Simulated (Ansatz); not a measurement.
Consider the silylene formation by 1,1-elimination: `F[SiH2][AlH][GeH3]` → `[AlH2][GeH3]` + `F[SiH]`.

Computed with Ansatz on PBE0-D4/def2-TZVP structures; ΔE is electronic, products minus reactants. CBS: MP2 limit from def2 TZ/QZ plus the TZ coupled-cluster correction, frozen cores. This one scheme is used for every species. For Ge outer-core shells are correlated without core-valence functions, which leaves a few kJ/mol of doubt a bond. Scalar relativity is left out up to krypton. One conformer a species, not always the lowest.

`F[SiH2][AlH][GeH3]`:

Z-matrix (Å, degrees):
```
Si
Al 1 2.466
F 1 1.612 2 112.8
H 1 1.492 2 111.5 3 120.5
H 1 1.492 2 111.4 3 -120.5
Ge 2 2.481 1 118.2 3 -179.0
H 2 1.588 1 122.1 3 0.6
H 6 1.543 2 110.9 1 112.9
H 6 1.541 2 113.2 1 -7.1
H 6 1.542 2 111.9 1 -128.2
```

`[AlH2][GeH3]`:

Cartesian coordinates in Å:
```
Al 0.079 0.181 -1.423
Ge -0.067 -0.155 1.027
H -1.115 0.872 -2.209
H 1.377 -0.269 -2.218
H 0.756 -1.359 1.525
H 0.482 1.082 1.771
H -1.512 -0.352 1.527
```

`F[SiH]`:

```xyz
3

F    -0.956   -0.517    0.600
Si    0.118   -0.356   -0.593
H     0.838    0.873   -0.007
```

| species | CCSD(T)/CBS(def2) energy (Eh) |
| --- | --- |
| `F[SiH2][AlH][GeH3]` | -2710.64357 |
| `[AlH2][GeH3]` | -2321.10422 |
| `F[SiH]` | -389.46371 |

Work out ΔE.

ΔE = (-2321.10422) + (-389.46371) − (-2710.64357) = 0.07564 Eh = +198.6 kJ/mol.

Largest T1 diagnostic among the species: 0.015.

The D4 term adds +10.2 kJ/mol with B3LYP and +5.7 kJ/mol with PBE0; it sums over pairs of atoms, weighted by their polarisabilities, and B3LYP, whose exchange is more repulsive, gets the larger term. In def2-TZVPP, CCSD(T) changes the Hartree–Fock value by +10.5 kJ/mol (the triples alone add +2.8 kJ/mol) and MP2 by +20.9 kJ/mol.

B3LYP here is the variant with VWN-RPA as its local correlation; programs differ in this.
